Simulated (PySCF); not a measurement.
Estimate the missing entries of this data sheet.

C₄H₈O₂SSi.
Atom-mapped SMILES: `[CH2:1]=[CH:2][Si@@H:3]([O:4][CH:5]=[O:6])[S:7][CH3:8]` (hydrogens: H9, H10 on C1; H11 on C2; H12 on Si3; H13 on C5; H14, H15, H16 on C8)

Structure used (GFN2-xTB), in Å, numbered top down from 1:
```
atom  x, y, z in Å
C1    -0.9043    2.1321   -0.5140
C2    -0.1335    1.0946   -0.8102
Si3   -0.1300   -0.5360    0.1367
O4    -1.4235   -1.4932   -0.3076
C5    -2.6551   -1.1456   -0.0419
O6    -2.9847   -0.1606    0.5465
S7     1.4795   -1.7760   -0.4988
C8     2.8464   -0.6888    0.0188
H9    -1.5842    2.1106    0.3210
H10   -0.8961    3.0387   -1.0999
H11    0.5276    1.1717   -1.6686
H12   -0.1309   -0.3816    1.5867
H13   -3.3675   -1.8915   -0.4337
H14    2.7387    0.2855   -0.4447
H15    3.7668   -1.1577   -0.3102
H16    2.8430   -0.5932    1.0990
```

```tsv
property	level	value
point group of the GFN2-xTB geometry	GFN2-xTB	C1
rotational constants A, B, C of the GFN2-xTB geometry	GFN2-xTB	2.281, 0.968, 0.729 GHz
dipole moment	PBE0/pcSseg-1	?
HOMO energy	PBE0/pcSseg-1	-7.03 eV
LUMO energy	PBE0/pcSseg-1	?
13C chemical shifts (computed TMS as zero) by class	GIAO PBE0/pcSseg-1	165.4 (C5), 154.2 (C1), 140.3 (C2), 9.4 (C8) ppm
1H chemical shifts (computed TMS as zero) by class	GIAO PBE0/pcSseg-1	?
isotropic shieldings of nuclei other than C and H, by class	GIAO PBE0/pcSseg-1	-127 (O6), 119 (O4), 351 (Si3), 697 (S7) ppm
```

Electronic properties: PySCF, gas phase, density fitting. NMR classes are plain means over equivalent atoms (diastereotopic ones count apart unless rotation or inversion swaps them), as if these changed places fast; in this geometry the members of some classes differ.

What are the 1H chemical shifts (computed TMS as zero) by class?

8.00 (H13), 6.96 (H10), 6.88 (H9), 6.27 (H11), 5.90 (H12), 1.93 (H14/H15/H16) ppm.

What is the LUMO energy?

-1.01 eV.

The dipole moment?

1.81 D.

The rotational constants make it an asymmetric top with κ = (2B − A − C)/(A − C) = -0.69, nearer the prolate limit (−1). In atomic units the dipole is 0.71 e·bohr (1 au = 2.5417 D). With B = h/(8π²I), that is 505.379 GHz u Å² over I, the principal moments of inertia are 221.6, 522.3 and 693.6 u Å² (most abundant isotopes).

For the NMR shielding job (PBE0/pcSseg-1), time: 22 s of wall time; peak memory 0.89 GiB. Hardware: Intel Xeon 6975P-C, one thread, on a shared host.

One conformer stands for the species.
